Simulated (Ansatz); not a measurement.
Relative stability

The two ends of one reaction step of CH7BSe, closed shell (PBE0-D4/def2-TZVP).

A:

B1  (0.477, 0.740, -0.034)
C2  (-1.005, 0.398, -0.504)
H3  (0.611, 1.468, 0.925)
H4  (1.310, 0.937, -0.891)
H5  (1.052, -2.053, -0.158)
Se6  (1.396, -1.022, 0.836)
H7  (-1.055, -0.371, -1.283)
H8  (-1.667, 0.092, 0.312)
H9  (-1.445, 1.304, -0.936)
H10  (0.326, -1.493, 1.733)
(Å)

B:

B1  (1.441, 0.644, 0.719)
C2  (-1.499, -0.098, -1.043)
H3  (0.693, 1.145, 1.495)
H4  (1.824, 1.194, -0.265)
H5  (-0.947, -1.035, -1.108)
Se6  (2.117, -1.109, 1.000)
H7  (-2.396, -0.157, -1.659)
H8  (-1.782, 0.085, -0.006)
H9  (-0.871, 0.719, -1.398)
H10  (1.421, -1.387, 2.265)
(Å)

Program: Ansatz 0.2.0. Basis: def2-TZVPP. Cores are frozen in the correlated methods. Filled d shells of the heavier atoms are correlated. The def2 sets are not built for correlating such inner shells, so the correlated values are less sure here. B3LYP uses VWN-RPA correlation.

Question: Which structure is lower at CCSD(T), and by how much? (To be estimated.)

Answer: Computed: B, by 63.5 kJ/mol (electronic energy, against the other). By their contacts, A is CH₇BSe ([CH3][BH2][SeH2]) and B is a complex of BH₃Se ([BH2][SeH]) + CH₄.

All methods give the same order:

```csv
method,E(B) − E(A) (kJ/mol)
SPW92,-18.3
PBE-D4,-47.6
BLYP-D4,-65.1
r2SCAN-D4,-56.9
B97M-V,-62.6
PBE0-D4,-50.4
B3LYP-D4,-66.1
r2SCAN0-D4,-57.2
BHLYP-D4,-71.1
CAM-B3LYP-D4,-63.8
wB97X-V,-60.4
wB97M-V,-59.9
B2PLYP,-70.5
PBE-QIDH,-55.4
RPA on PBE,-66.8
HF,-105.6
MP2,-60.5
CCSD,-67.4
CCSD(T),-63.5
```

The T1 diagnostic stays at or below 0.012.

Labels in which every atom is bracketed show which atoms are joined, not bond orders.

For scale, one of the runs: CCSD(T)/def2-TZVPP, 208 basis functions (an equivalent command: `ansatz run in.yaml --threads 4`). Hardware: 4 CPU threads, shared host. Wall time 68 s; peak host memory 2.8 GiB.
